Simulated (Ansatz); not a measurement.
A nudged elastic band was laid between two geometries of ClGaH2 + H4Si (9 atoms, charge 0, multiplicity 1).

Method: RKS PBE0-D4/def2-SVP (Ansatz 0.2.0).

```json
{
 "movable images": "5",
 "climbing image": "yes",
 "spring": "5.0 eV/Å²",
 "optimiser": "quadratic models (default)",
 "start path": "through a guess of the saddle point",
 "force threshold": "0.05 eV/Å",
 "iteration limit": "60",
 "end points": "relaxed"
}
```

Image 0:

```xyz
9
Properties=species:S:1:pos:R:3
Ga 0.003 0.361 0.168
H 0.063 1.186 1.491
H 1.109 0.098 -0.902
Cl -2.014 -0.194 -0.465
Si -0.314 -2.767 1.085
H -0.457 -3.111 -0.353
H 0.614 -3.717 1.768
H -1.616 -2.676 1.795
H 0.367 -1.413 1.191
```

Image 6:

```xyz
9
Properties=species:S:1:pos:R:3
Ga -0.112 -0.673 -0.249
H 0.435 0.611 1.803
H 1.150 0.140 -0.697
Cl -1.988 0.274 -0.799
Si -0.350 -2.845 0.750
H -0.807 -3.820 -0.288
H 0.942 -3.330 1.326
H -1.372 -2.795 1.840
H -0.146 0.204 2.092
```

(1) Which bonds break or form, and what moves?

(2) What energy profile does the band end with?

(3) What is the geometry of the highest image?

Answers

(1) Bonds broken: Ga1–H2, Si5–H9. Bonds formed: Ga1–Si5, H2–H9. ClGaH2 + H4Si becomes ClGaH4Si + H2.

(2) It converged. The highest image is number 3 of 0 to 6, 35.0 kcal/mol above the first end and 32.2 kcal/mol above the last; the last end lies 2.9 kcal/mol above the first. Neighbouring images differ by up to 1.2 eV, so the band resolves the path poorly. A vibrational analysis at the climbing image gives one clearly imaginary mode, 1276i cm⁻¹: a first-order saddle point. The orbitals stay closed-shell, which can raise the energy where a bond breaks towards radicals; this wasn't checked here.

```json
{"image": "0", "path coordinate (Å)": "0.00", "energy (kcal/mol)": "0.0", "Ga1–H2 (Å)": "1.56", "Si5–H9 (Å)": "1.52", "Ga1–Si5 (Å)": "3.28"}
{"image": "1", "path coordinate (Å)": "0.76", "energy (kcal/mol)": "0.6", "Ga1–H2 (Å)": "1.56", "Si5–H9 (Å)": "1.51", "Ga1–Si5 (Å)": "3.28"}
{"image": "2", "path coordinate (Å)": "1.52", "energy (kcal/mol)": "6.6", "Ga1–H2 (Å)": "1.56", "Si5–H9 (Å)": "1.53", "Ga1–Si5 (Å)": "3.03"}
{"image": "3", "path coordinate (Å)": "2.28", "energy (kcal/mol)": "35.0", "Ga1–H2 (Å)": "1.71", "Si5–H9 (Å)": "1.94", "Ga1–Si5 (Å)": "2.61"}
{"image": "4", "path coordinate (Å)": "2.85", "energy (kcal/mol)": "13.2", "Ga1–H2 (Å)": "2.03", "Si5–H9 (Å)": "2.41", "Ga1–Si5 (Å)": "2.42"}
{"image": "5", "path coordinate (Å)": "3.43", "energy (kcal/mol)": "3.9", "Ga1–H2 (Å)": "2.33", "Si5–H9 (Å)": "2.87", "Ga1–Si5 (Å)": "2.40"}
{"image": "6", "path coordinate (Å)": "4.00", "energy (kcal/mol)": "2.9", "Ga1–H2 (Å)": "2.48", "Si5–H9 (Å)": "3.34", "Ga1–Si5 (Å)": "2.40"}
```

(3) 
```xyz
9
Properties=species:S:1:pos:R:3:forces:R:3
Ga -0.063 -0.192 -0.025 -0.04 -0.02 0.04
H 0.040 0.407 1.577 0.00 -0.01 0.01
H 1.294 -0.103 -0.745 0.02 0.00 -0.02
Cl -2.043 0.253 -0.750 0.01 -0.01 0.00
Si -0.293 -2.592 0.987 -0.01 0.01 0.02
H -0.771 -3.248 -0.269 0.00 0.01 0.00
H 1.015 -3.189 1.396 0.00 0.01 0.00
H -1.309 -2.827 2.058 0.00 0.00 -0.01
H -0.116 -0.744 1.549 0.01 0.00 -0.03
```

Run time: 120 s on 2 threads of Intel(R) Xeon(R) Platinum 8375C CPU @ 2.90GHz (Ice Lake) (shared host), peak memory 0.25 GiB.
